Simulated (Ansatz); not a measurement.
```yaml
crystal:
  periodic: [false, false, false]
  atoms:
    - {symbol: N, position_ang: [-1.328088, 0.889287, -0.070127]}
    - {symbol: Si, position_ang: [0.263688, 0.551062, -0.632703]}
    - {symbol: C, position_ang: [1.097887, -0.697922, 0.489629]}
    - {symbol: S, position_ang: [0.070773, -2.172166, 0.711461]}
    - {symbol: H, position_ang: [-2.089448, 0.920148, -0.727164]}
    - {symbol: H, position_ang: [-1.488309, 1.518104, 0.699778]}
    - {symbol: H, position_ang: [0.120183, -0.015833, -1.996656]}
    - {symbol: H, position_ang: [1.134357, 1.763880, -0.675022]}
    - {symbol: H, position_ang: [1.365174, -0.262519, 1.456387]}
    - {symbol: H, position_ang: [2.026451, -1.028002, 0.015639]}
    - {symbol: H, position_ang: [-1.107468, -1.522939, 0.749277]}
basis:
  gaussian: {orbitals: def2-SVPD}
magnetization: {spin_polarized: true, initial_magnetization: 8}
hamiltonian: {xc: {name: B3LYP}}
output: {forces: true}
```

```sh
$ ansatz run in.yaml --threads 4 --pin off --events-out ev --progress --plain --max-ram 10444MiB
```

It prints (some lines left out):

```
Functional definition: B3LYP
  name "B3LYP"
  cite "Stephens, Devlin, Chabalowski & Frisch, J. Phys. Chem. 98, 11623 (1994) doi:10.1021/j100096a001"
  cite "Becke, Phys. Rev. A 38, 3098 (1988) doi:10.1103/PhysRevA.38.3098"
  cite "Lee, Yang & Parr, Phys. Rev. B 37, 785 (1988) doi:10.1103/PhysRevB.37.785"
  cite "Vosko, Wilk & Nusair, Can. J. Phys. 58, 1200 (1980) doi:10.1139/p80-159"
  parameter a0 = 0.2
  parameter ax = 0.72
  parameter ac = 0.81
  exchange = (1 - a0 - ax)*slater_x + ax*b88_x + a0*exact_x
  correlation = (1 - ac)*vwn_rpa_c + ac*lyp_c
1304 factors; their error is unknown
mean field evaluation 1: about -21313.3130 eV, gradient 4.0e1 eV
mean field evaluation 2: about -21279.9146 eV, gradient 7.5e1 eV
mean field evaluation 4: about -21320.2465 eV, gradient 1.4e1 eV
mean field evaluation 8: about -21321.5792 eV, gradient 3.2e-1 eV
mean field evaluation 16: about -21321.6905 eV, gradient 9.2e-3 eV
mean field evaluation 32: about -21321.6905 eV, gradient 1.0e-4 eV
mean field -21321.69048206 eV, -783.5576728550 hartree, gradient 1.6e-5 eV, S^2 20.010545; 10 other end points of the search recorded, 0 dependent functions left out
the calculation of the forces begins
reference -21321.69077471 eV, -783.5576836096 hartree; 29, 21 occupied and 118, 126 virtual orbitals, 1304 factors
Total energy: -21321.69077471 eV, -783.5576836096 hartree
Atom 0 at    -1.328088     0.889287    -0.070127 Å, force    -1.497031     0.531306     1.100478 eV/Å
Atom 1 at     0.263688     0.551062    -0.632703 Å, force     1.637877     0.287924     0.650801 eV/Å
Atom 2 at     1.097887    -0.697922     0.489629 Å, force     3.683290     2.436501    -0.764769 eV/Å
Atom 3 at     0.070773    -2.172166     0.711461 Å, force     2.285790    -7.357677     1.346097 eV/Å
Atom 4 at    -2.089448     0.920148    -0.727164 Å, force    -2.009028    -0.484898    -1.587722 eV/Å
Atom 5 at    -1.488309     1.518104     0.699778 Å, force    -0.080921     0.789202     1.482756 eV/Å
Atom 6 at     0.120183    -0.015833    -1.996656 Å, force    -0.370695    -1.217555    -2.645832 eV/Å
Atom 7 at     1.134357     1.763880    -0.675022 Å, force     1.767399     1.852210     0.015163 eV/Å
Atom 8 at     1.365174    -0.262519     1.456387 Å, force    -0.108797     0.229612     0.913471 eV/Å
Atom 9 at     2.026451    -1.028002     0.015639 Å, force     0.258085     0.333303    -0.466839 eV/Å
Atom 10 at    -1.107468    -1.522939     0.749277 Å, force    -5.565969     2.600071    -0.043604 eV/Å
Dipole moment:     0.071360     0.300902    -0.002084 e Å
```

In this input the spin is set far too high for this molecule. The run converged. The result belongs to that input, not to the molecule as meant.
